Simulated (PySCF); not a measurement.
[SmCl3(H2O)]−: from a saddle point downhill

PySCF 2.14.0, RKS PBE0, Sm lcecp-0-SVP with ECP52, Cl def2-SVP, O def2-SVP, H def2-SVP; non-relativistic Hamiltonian with scalar-relativistic core potentials where named; density fitting; no spin-orbit coupling. Relaxed within the symmetry of its start, the geometry (Cs) is

```xyz
7

Sm    0.1357   -0.0294    0.0294
Cl    1.4090    1.7664    1.6434
Cl   -2.5050   -0.6879    0.6879
Cl    1.4090   -1.6434   -1.7664
O    -1.6986    1.3781   -1.3781
H    -2.1747    1.6036   -0.5624
H    -2.1747    0.5624   -1.6036
```

and its lowest harmonic modes are -263, 42, 47, 53, 61, 139 cm⁻¹ (negative: unstable). It was moved along the lowest mode and relaxed again.

Problem. Where does it end, and how much lower?

Solution. In Cs, 0.257 eV lower, after 31 steps:
```xyz
7

Sm    0.0031    0.3177    0.3543
Cl    1.8361    1.6222    1.9100
Cl   -2.5658   -0.4175    1.1124
Cl    0.5288   -0.9834   -2.0427
O    -1.7136    1.1287   -1.4775
H    -2.3817    0.6437   -0.9511
H    -1.3064    0.4452   -2.0485
```

Problem. How do the contacts change?

Solution. 
```json
{"contact": "Sm1–Cl2 (Cl)", "saddle (Å)": "2.730", "end (Å)": "2.735"}
{"contact": "Sm1–Cl3 (Cl)", "saddle (Å)": "2.800", "end (Å)": "2.777"}
{"contact": "Sm1–Cl4 (Cl)", "saddle (Å)": "2.730", "end (Å)": "2.777"}
{"contact": "Sm1–O5 (H2O)", "saddle (Å)": "2.707", "end (Å)": "2.638"}
```


Problem. Is the end a minimum?

Solution. Yes; lowest modes 51, 55, 70, 120, 136, 205 cm⁻¹.

An lcecp potential fixes the number of 4f electrons, so in runs with it no electron can move into or out of that shell.

State: singlet in the valence, with the 4f electrons in the core potential.
